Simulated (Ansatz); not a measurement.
The same path of F₂H₅NOSiSn (11 atoms, charge 0, multiplicity 1) was run twice with different band settings. The coordinate that changes most is the dihedral H9–Sn2–N3–Si4.

The calculation used Ansatz 0.2.0, RKS PBE/def2-SVP.

Relaxed end points:

```xyz
11
Properties=species:S:1:pos:R:3
O -2.323 -0.120 0.605
Sn -1.076 -0.963 -0.722
N 0.859 -0.680 0.004
Si 1.394 0.876 0.444
F 2.491 1.526 -0.573
F 0.055 1.823 0.266
H -2.030 0.806 0.721
H -1.395 -2.651 -0.648
H -1.191 -0.192 -2.261
H 1.331 -1.512 0.370
H 1.951 1.031 1.816
```

```xyz
11
Properties=species:S:1:pos:R:3
O -2.445 -1.490 0.595
Sn -1.167 -0.507 -0.605
N 0.406 -0.033 0.677
Si 1.760 0.842 0.128
F 3.127 -0.042 0.007
F 1.330 1.269 -1.400
H -2.938 -0.859 1.153
H -0.722 -1.694 -1.767
H -1.848 0.968 -1.190
H 0.425 -0.582 1.542
H 2.137 2.071 0.879
```

Common settings: movable images 9; climbing image yes; spring 5.0 eV/Å²; optimiser quadratic models (default); start path through a guess of the saddle point; end points relaxed.

| run | force threshold | iteration limit |
| --- | --- | --- |
| 1 | 0.05 eV/Å | 53 |
| 2 | 0.5 eV/Å | 60 |

Problem. What does each run give, and how far can it be trusted?

Solution. Run 1: converged after 22 iterations, highest image 0.071 eV above the first end. The top lies less than 8 meV above the higher end, about what the thresholds resolve: that end is a shoulder or a very shallow well. A vibrational analysis at the climbing image gives no mode beyond 40i cm⁻¹: the surface is too flat there to confirm a saddle point.
Run 2: converged after 6 iterations, highest image 0.156 eV above the first end. The threshold of 0.5 eV/Å is loose, so the images may lie well off the minimum-energy path. The order of the stationary point at the top wasn't checked. Another band between the same ends, with other settings, climbed to 0.071 eV only, so this may not be the lowest route.
